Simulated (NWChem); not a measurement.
System meant: CH6FNSi; SMILES NC[SiH2]F

The following NWChem deck was run.

```
start job
memory heap 200 mb stack 900 mb global 1100 mb
geometry units angstroms noautoz
  N      0.081269     2.144085     0.000000
  C     -0.711694     0.915906     0.000000
  Si     0.412327    -0.590911     0.000000
  F     -0.405732    -2.002267     0.000000
  H      0.683687     2.202594     0.818846
  H      0.683687     2.202594    -0.818846
  H     -1.381554     0.912954    -0.876185
  H     -1.381554     0.912954     0.876185
  H      1.275403    -0.559434     1.218318
  H      1.275403    -0.559434    -1.218318
end
basis spherical
  N library def2-svp
  C library def2-svp
  Si library def2-svp
  F library def2-svp
  H library def2-svp
end
dft
  odft
  mult 2
  xc pbe0
  iterations 150
  mulliken
end
task dft energy
```

End of the output:

```
 Summary of "ao basis" -> "" (spherical)
 ------------------------------------------------------------------------------
       Tag                 Description            Shells   Functions and Types
 ---------------- ------------------------------  ------  ---------------------
 N                          def2-svp                 6       14   3s2p1d
 C                          def2-svp                 6       14   3s2p1d
 Si                         def2-svp                 8       18   4s3p1d
 F                          def2-svp                 6       14   3s2p1d
 H                          def2-svp                 3        5   2s1p

                                 NWChem DFT Module
                                 -----------------

 Summary of "ao basis" -> "ao basis" (spherical)
 ------------------------------------------------------------------------------
       Tag                 Description            Shells   Functions and Types
 ---------------- ------------------------------  ------  ---------------------
 N                          def2-svp                 6       14   3s2p1d
 C                          def2-svp                 6       14   3s2p1d
 Si                         def2-svp                 8       18   4s3p1d
 F                          def2-svp                 6       14   3s2p1d
 H                          def2-svp                 3        5   2s1p

      Symmetry analysis of basis
      --------------------------

        a'         58
        a"         32

  number of electrons :                   42
  multiplicity        :                    2
 ------------------------------------------------------------------------
  no. of electrons and multiplicity not compatible                  42
 ------------------------------------------------------------------------
 ------------------------------------------------------------------------
  current input line :
    29: task dft energy
 ------------------------------------------------------------------------
 ------------------------------------------------------------------------
 There is an error in the input file
 ------------------------------------------------------------------------
 For more information see the NWChem manual at https://nwchemgit.github.io

0: no. of electrons and multiplicity not compatible:Received an Error in Communication
```

### Question
Can this run be used? If not, why, and what is the fix?

### Answer
The program refused the input. Cause: the multiplicity doesn't fit the number of electrons (an even count wants an odd multiplicity, and the reverse). This input runs:
```
start job
memory heap 200 mb stack 900 mb global 1100 mb
geometry units angstroms noautoz
  N      0.081269     2.144085     0.000000
  C     -0.711694     0.915906     0.000000
  Si     0.412327    -0.590911     0.000000
  F     -0.405732    -2.002267     0.000000
  H      0.683687     2.202594     0.818846
  H      0.683687     2.202594    -0.818846
  H     -1.381554     0.912954    -0.876185
  H     -1.381554     0.912954     0.876185
  H      1.275403    -0.559434     1.218318
  H      1.275403    -0.559434    -1.218318
end
basis spherical
  * library def2-svp
end
dft
  xc pbe0
  iterations 150
  mulliken
end
task dft energy
```
It converges to -485.27317 Ha (PBE0/def2-SVP).
